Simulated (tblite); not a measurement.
A geometry optimisation, step by step.

Compound: C7H15N.
Numbering: `[CH2:1]=[CH:2][CH2:3][C@H:4]([CH3:5])[NH:6][CH2:7][CH3:8]` (hydrogens: H9, H10 on C1; H11 on C2; H12, H13 on C3; H14 on C4; H15, H16, H17 on C5; H18 on N6; H19, H20 on C7; H21, H22, H23 on C8)

Computed with GFN2-xTB (tblite), gas phase: L-BFGS steps from a force-field or distance-geometry start until the largest atomic force falls under 0.01 eV/Å. 3 of its 161 geometries are shown.

Step 0: E = -694.0203 eV, largest atomic force 2.124 eV/Å
```
atom  x, y, z in Å  |  force x, y, z in eV/Å
C1      2.130    1.570    0.886    0.299  -0.434  -0.281
C2      1.912    0.260    0.850    0.009   0.620   0.110
C3      0.656   -0.349    1.385    1.145   0.610   1.682
C4     -0.122   -1.101    0.360   -1.278  -1.457  -0.174
C5      0.643   -2.279   -0.209   -0.403  -0.641  -0.296
N6     -0.662   -0.354   -0.740    0.249   0.160  -0.338
C7     -1.580    0.632   -0.231   -0.047   0.515   0.133
C8     -2.179    1.421   -1.383   -0.249   0.046  -0.381
H9      1.375    2.246    1.289    0.532  -0.093  -0.226
H10     3.077    1.942    0.489   -0.562   0.250   0.284
H11     2.669   -0.412    0.455   -0.211   0.109   0.079
H12     0.057    0.442    1.883    0.203  -0.396  -0.342
H13     0.969   -1.028    2.213   -0.287   0.090  -0.485
H14    -1.024   -1.526    0.892    0.521   0.236  -0.358
H15     0.924   -2.928    0.628    0.370   0.103  -0.479
H16    -0.057   -2.847   -0.862    0.614   0.333   0.330
H17     1.481   -1.919   -0.818   -0.141  -0.419   0.358
H18     0.080    0.060   -1.350   -0.722  -0.267   0.877
H19    -2.399    0.116    0.324    0.688   0.236  -0.164
H20    -1.025    1.316    0.464   -0.682  -0.135  -0.279
H21    -2.185    2.487   -1.093   -0.235  -0.510  -0.601
H22    -3.206    1.047   -1.604    0.800   0.537   0.046
H23    -1.538    1.231   -2.273   -0.613   0.505   0.505
```

Step 80: E = -694.5330 eV, largest atomic force 0.026 eV/Å
```
atom  x, y, z in Å  |  force x, y, z in eV/Å
C1      2.100    1.528    0.795    0.009   0.010   0.017
C2      1.935    0.220    0.874    0.010   0.006   0.001
C3      0.747   -0.442    1.491   -0.006   0.014  -0.005
C4     -0.157   -1.139    0.437   -0.006   0.000  -0.002
C5      0.555   -2.326   -0.207   -0.006   0.002  -0.001
N6     -0.635   -0.269   -0.617   -0.010   0.001   0.002
C7     -1.530    0.800   -0.220   -0.005   0.005  -0.008
C8     -2.187    1.412   -1.451   -0.001   0.005  -0.011
H9      1.380    2.215    1.209   -0.015   0.010  -0.004
H10     2.965    1.973    0.334    0.010  -0.012  -0.011
H11     2.682   -0.444    0.459    0.009  -0.008  -0.003
H12     0.153    0.301    2.027   -0.012   0.007   0.010
H13     1.076   -1.197    2.209   -0.003   0.003  -0.023
H14    -1.046   -1.511    0.963    0.003   0.001   0.012
H15     0.885   -3.032    0.551    0.000   0.003  -0.014
H16    -0.128   -2.830   -0.886    0.012  -0.008  -0.001
H17     1.417   -1.991   -0.779   -0.006  -0.020   0.000
H18     0.152    0.110   -1.137   -0.010   0.013   0.017
H19    -2.300    0.363    0.425    0.009  -0.002  -0.005
H20    -1.026    1.599    0.349   -0.008  -0.016   0.019
H21    -2.908    2.170   -1.157    0.008   0.005   0.005
H22    -2.698    0.643   -2.023    0.011  -0.018   0.003
H23    -1.438    1.874   -2.091    0.006   0.000   0.001
```

Step 160: E = -694.5414 eV, largest atomic force 0.009 eV/Å
```
atom  x, y, z in Å  |  force x, y, z in eV/Å
C1      2.097    1.471    0.608   -0.001  -0.003  -0.001
C2      1.965    0.185    0.881    0.000   0.005  -0.001
C3      0.752   -0.419    1.509    0.001   0.002  -0.002
C4     -0.154   -1.133    0.467    0.003  -0.005   0.000
C5      0.577   -2.304   -0.189    0.002  -0.004  -0.002
N6     -0.651   -0.263   -0.578    0.008   0.003   0.004
C7     -1.657    0.704   -0.189    0.004   0.001  -0.002
C8     -2.108    1.494   -1.411   -0.004  -0.004  -0.001
H9      1.331    2.187    0.862   -0.001  -0.002  -0.004
H10     2.978    1.870    0.135   -0.002  -0.004  -0.002
H11     2.755   -0.506    0.618   -0.001   0.000   0.005
H12     0.166    0.359    2.002   -0.001  -0.001   0.005
H13     1.048   -1.152    2.261    0.000   0.001  -0.002
H14    -1.028   -1.522    1.003   -0.003   0.003   0.001
H15     0.987   -2.972    0.565   -0.009   0.001  -0.001
H16    -0.115   -2.862   -0.814    0.003   0.007  -0.004
H17     1.386   -1.942   -0.818   -0.001  -0.002   0.004
H18     0.130    0.212   -1.022    0.005   0.004  -0.001
H19    -2.505    0.148    0.225    0.001   0.000  -0.004
H20    -1.310    1.409    0.586    0.000   0.001   0.003
H21    -2.926    2.161   -1.151    0.000   0.000   0.004
H22    -2.439    0.812   -2.189   -0.002  -0.001   0.000
H23    -1.285    2.089   -1.802   -0.003  -0.004   0.001
```

Question: Summarise the path.

Answer: The energy falls by 0.5211 eV from step 0 to step 160; nine tenths of that is first reached at step 36. It falls at every step. The largest force goes from 2.124 to 0.009 eV/Å. Among the bonds C3–C4 changes most, from 1.491 to 1.555 Å; the atoms move by 0.395 Å rms after alignment.

Question: Follow the three bonds and two angles with the largest change from start to end.

Answer: 
| step | E above end (eV) | largest force (eV/Å) | C3–C4 (Å) | C4–H14 (Å) | N6–H18 (Å) | C4–N6–C7 (°) | H15–C5–H17 (°) |
| --- | --- | --- | --- | --- | --- | --- | --- |
| 0 | 0.5211 | 2.124 | 1.491 | 1.131 | 1.046 | 109.0 | 115.0 |
| 7 | 0.1558 | 0.214 | 1.547 | 1.099 | 1.015 | 112.2 | 107.9 |
| 14 | 0.1199 | 0.094 | 1.550 | 1.097 | 1.017 | 114.8 | 109.0 |
| 21 | 0.1025 | 0.155 | 1.553 | 1.102 | 1.016 | 116.6 | 108.4 |
| 28 | 0.0737 | 0.112 | 1.558 | 1.098 | 1.017 | 117.3 | 109.3 |
| 35 | 0.0559 | 0.145 | 1.554 | 1.098 | 1.016 | 118.1 | 108.3 |
| 42 | 0.0334 | 0.106 | 1.553 | 1.097 | 1.015 | 118.3 | 109.3 |
| 49 | 0.0221 | 0.065 | 1.551 | 1.097 | 1.015 | 117.8 | 108.9 |
| 56 | 0.0140 | 0.070 | 1.552 | 1.097 | 1.016 | 116.7 | 108.9 |
| 63 | 0.0111 | 0.041 | 1.554 | 1.099 | 1.016 | 116.4 | 108.9 |
| 70 | 0.0099 | 0.037 | 1.554 | 1.098 | 1.016 | 116.6 | 108.9 |
| 77 | 0.0089 | 0.032 | 1.554 | 1.098 | 1.016 | 116.7 | 108.9 |
| 83 | 0.0079 | 0.032 | 1.553 | 1.098 | 1.016 | 116.5 | 108.9 |
| 90 | 0.0071 | 0.023 | 1.553 | 1.098 | 1.016 | 116.4 | 108.9 |
| 97 | 0.0063 | 0.024 | 1.553 | 1.098 | 1.016 | 116.5 | 108.8 |
| 104 | 0.0052 | 0.030 | 1.554 | 1.098 | 1.016 | 116.6 | 109.1 |
| 111 | 0.0040 | 0.019 | 1.554 | 1.098 | 1.016 | 116.7 | 109.0 |
| 118 | 0.0036 | 0.021 | 1.554 | 1.098 | 1.016 | 116.6 | 108.9 |
| 125 | 0.0029 | 0.016 | 1.553 | 1.098 | 1.016 | 116.4 | 109.0 |
| 132 | 0.0025 | 0.013 | 1.553 | 1.098 | 1.016 | 116.4 | 108.9 |
| 139 | 0.0020 | 0.021 | 1.554 | 1.098 | 1.017 | 116.4 | 109.1 |
| 146 | 0.0013 | 0.021 | 1.554 | 1.098 | 1.016 | 116.3 | 109.0 |
| 153 | 0.0004 | 0.044 | 1.554 | 1.097 | 1.017 | 116.3 | 109.0 |
| 160 | 0.0000 | 0.009 | 1.555 | 1.098 | 1.016 | 116.5 | 109.0 |

The cost below is that of the whole relaxation. Time: 1.1 s. Hardware: one thread, AMD EPYC 7R13 (x86_64), shared host.
